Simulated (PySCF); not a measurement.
A side-by-side comparison of computed properties.

First species: C6H12O.
Geometry (GFN2-xTB, Å), atoms numbered from 1 in this order:
```xyz
19
C6H12O angstrom
O      2.664   -1.125   -0.341
C      1.884    0.027   -0.558
C      0.611    0.056    0.288
C     -0.320   -1.129    0.010
C     -1.688   -0.613    0.439
C     -1.702    0.814   -0.109
C     -0.250    1.307    0.021
H      2.861   -1.190    0.600
H      1.631    0.009   -1.620
H      2.477    0.934   -0.358
H      0.901    0.034    1.346
H     -0.323   -1.347   -1.059
H     -0.017   -2.030    0.541
H     -2.507   -1.216    0.051
H     -1.755   -0.600    1.529
H     -2.401    1.455    0.426
H     -1.998    0.796   -1.158
H     -0.151    2.022    0.838
H      0.072    1.805   -0.893
```

Second species: C8H14N2.
Structure used (GFN2-xTB), in Å, numbered top down from 1:
```xyz
24
C8H14N2 angstrom
C      4.193    0.530    1.134
C      3.361   -0.073    0.306
C      2.078   -0.721    0.725
N      0.998   -0.300   -0.141
N     -0.041   -1.152   -0.212
C     -1.193   -0.791   -0.612
C     -2.246   -1.849   -0.724
C     -1.542    0.608   -1.013
C     -1.713    1.679    0.032
C     -2.895    1.192   -0.750
H      3.991    0.592    2.191
H      5.114    0.975    0.798
H      3.571   -0.126   -0.753
H      2.154   -1.807    0.605
H      1.874   -0.508    1.786
H      0.789    0.697   -0.107
H     -3.025   -1.699    0.024
H     -2.712   -1.815   -1.708
H     -1.797   -2.825   -0.566
H     -1.049    0.917   -1.932
H     -1.643    1.389    1.071
H     -1.330    2.670   -0.169
H     -3.322    1.849   -1.493
H     -3.627    0.589   -0.235
```

Levels: PBE0/pcSseg-1 for HOMO energy, LUMO energy and HOMO–LUMO gap. Geometries: GFN2-xTB. Each structure is a single optimised conformer of the isolated species, non-relativistic unless stated. Electronic properties by PySCF.

The conformers computed, where there is a choice (atom-mapped SMILES and torsion angles):
- `[CH2:1]=[CH:2][CH2:3][NH:4]/[N:5]=[C:6](/[CH3:7])[CH:8]1[CH2:9][CH2:10]1`: C1–C2–C3–N4 132°, C2–C3–N4–N5 156°, C3–N4–N5–C6 160°, N5–C6–C8–C9 -74°

The conformers of `OCC1CCCC1` aren't listed.

Values for the first species:

| Quantity | Value |
| --- | --- |
| HOMO energy | -7.57 eV |
| LUMO energy | 1.19 eV |
| HOMO–LUMO gap | 8.76 eV |

Q: Estimate the same properties for the second species, and the change in each.

A: 
```
     property     first    second  second less first
  HOMO energy  -7.57 eV  -5.93 eV           +1.64 eV
  LUMO energy   1.19 eV   0.29 eV           -0.90 eV
HOMO–LUMO gap   8.76 eV   6.22 eV           -2.54 eV
```

